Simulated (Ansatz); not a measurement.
**A geometry optimisation of InOSiSn− with PBE0-D3(BJ)/def2-SVPD**

The starting geometry of this gas-phase singlet was optimised with r2SCAN-D4.

```
atom    x (Å)   y (Å)   z (Å)
  In  -1.1058  2.9375  0.0246
   O  -2.7079  2.9275  1.5968
  Si  -1.4734  1.8962  2.5020
  Sn  -1.8863  4.2023  3.2998
```

Predict what becomes of its bonds when it is optimised with PBE0-D3(BJ)/def2-SVPD.

A bond breaks, giving a structure given below by its coordinates. Distances that change by over a tenth: In1–Sn4 (3.60 → 2.93 Å), O2–Sn4 (2.28 → 2.58 Å). Contacts that open: In1–Si3 (2.71 → 3.30 Å).

The energy falls by 0.44 eV over 12 steps:

```
step  E − E(last) (eV)
   1             0.436
   2             0.434
   3             0.432
   5             0.413
   6             0.229
   7             0.050
   8             0.023
  10             0.002
  11             0.000
  12             0.000
```

Final geometry (Å):

```xyz
4

In   -1.1742    3.4926    0.1291
O    -2.6170    2.4259    1.5119
Si   -1.8447    1.7553    2.8564
Sn   -1.5375    4.2897    2.9258
```

No frequencies were run, so the end isn't proven a minimum. Atoms past krypton carry core potentials, without spin–orbit terms. Run with Ansatz 0.2.0, 64 s on 2 threads of Intel(R) Xeon(R) Platinum 8259CL CPU @ 2.50GHz (Skylake/Cascade Lake), on a shared host.
